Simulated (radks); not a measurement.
Excited configurations of the scandium ion Sc2+: one electron is placed in a higher orbital outside [Ar]. The ground configuration is [Ar] 3d1. All-electron calculation, scalar-relativistic Kohn-Sham, LDA (Slater exchange, Perdew-Wang correlation), spin-polarised, spherical densities, point nucleus; open shells are filled with parallel spins first. Program: a radial shooting solver on a logarithmic mesh with Libxc functionals. Excitation = E - E(ground); binding = E(ion) - E, where the ion is the core of charge +3; n* = 3/sqrt(2 binding) in atomic units, and the quantum defect is n - n*.

| outer orbital | excitation (eV) | binding (eV) | n* | quantum defect | eigenvalue (eV) |
|---|---|---|---|---|---|
| 4p | 7.881 | 17.416 | 2.652 | 1.348 | -14.658 |
| 4f | 17.388 | 7.909 | 3.935 | 0.065 | -6.411 |
| 5d | 18.470 | 6.827 | 4.235 | 0.765 | -5.808 |
| 5f | 20.078 | 5.219 | 4.844 | 0.156 | -4.390 |
| 6p | 19.500 | 5.797 | 4.596 | 1.404 | -5.028 |
| 6f | 21.620 | 3.677 | 5.771 | 0.229 | -3.149 |
| 7s | 20.892 | 4.405 | 5.272 | 1.728 | -3.857 |

The Delta-SCF ionisation energy is 25.297 eV (NIST Atomic Spectra Database: 24.757 eV, measured). Self-interaction in the functional shifts the binding energies and quantum defects, so they are the method's values and not measured ones. Open shells are spherical and high-spin; term and fine-structure splittings are not resolved.
